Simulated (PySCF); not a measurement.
Frontier orbitals and the lowest excitations

Species: C₄H₈OSSi.
Numbering: `[CH3:1][C:2]#[C:3][Si@:4]([CH3:5])([OH:6])[SH:7]` (hydrogens: H8, H9, H10 on C1; H11, H12, H13 on C5; H14 on O6; H15 on S7)

Level of theory: PySCF 2.14.0, density-fitted response routines, TDDFT CAM-B3LYP/def2-SVPD, vertical, gas phase, core orbitals frozen in the response. Isolated species at its GFN2-xTB geometry (one conformer only). Torsions of this conformer, `[CH3:1][C:2]#[C:3][Si@:4]([CH3:5])([OH:6])[SH:7]`: H–O6–Si4–C3 -75°, H–S7–Si4–C3 -57°.

Kohn–Sham orbitals with the atoms that hold most of them (Löwdin shares over 4%, at most four atoms; ? is withheld):

```csv
orbital,ε (eV),atoms
LUMO+2,1.24,"C2 18%, S7 16%, C1 14%, C3 13%"
LUMO+1,1.05,"S7 32%, C2 14%, Si4 13%, C3 12%"
LUMO,0.66,"Si4 20%, S7 19%, O6 18%, H14 10%"
HOMO,?,?
HOMO-1,-9.12,?
HOMO-2,-9.25,"C3 40%, C2 37%, C1 8%"
HOMO-3,-10.29,"S7 44%, Si4 14%, O6 12%, C3 11%"
```

Task: Which atoms hold the HOMO, and with what shares?

Result: S7 (bonded to Si and H) 70%; C3 (bonded to C and Si) 8%; C2 (bonded to 2 C) 6%; H15 (bonded to S) 6%. By element: sulfur 70%, carbon 14% or more, hydrogen 6% or more.

Task: Give the leading atoms of the HOMO-1.

Result: C3 (bonded to C and Si) 29%; C2 (bonded to 2 C) 28%; S7 (bonded to Si and H) 17%; Si4 (bonded to 2 C, O and S) 7%. By element: carbon 56% or more, sulfur 17%, silicon 7%.

Task: What is the HOMO energy, and the HOMO–LUMO gap?

Result: ε(HOMO) = -8.44 eV; the gap is 9.10 eV (0.3343 hartree).

Task: The HOMO–LUMO gap is 9.10 eV. Where does the response calculation put the lowest singlet, and from which orbitals?

Result: S1 is at 5.80 eV (f = 0.0011), 3.30 eV below the gap, made of HOMO→LUMO (51%), HOMO→LUMO+1 (9%), HOMO-1→LUMO+1 (8%). 

Next come S2 at 5.98 eV (f 0.0032), HOMO-1→LUMO (16%), HOMO→LUMO (16%), HOMO-1→LUMO+1 (13%); S3 at 6.19 eV (f 0.010), HOMO-2→LUMO+1 (18%), HOMO→LUMO+2 (18%), HOMO-2→LUMO (13%); S4 at 6.27 eV (f 0.022), HOMO-2→LUMO+2 (33%), HOMO→LUMO+1 (22%), HOMO-2→LUMO+1 (9%); S5 at 6.46 eV (f 0.046), HOMO→LUMO+1 (42%), HOMO-2→LUMO+2 (13%), HOMO-1→LUMO+1 (12%).

Löwdin shares depend on the basis, the more so with diffuse functions.
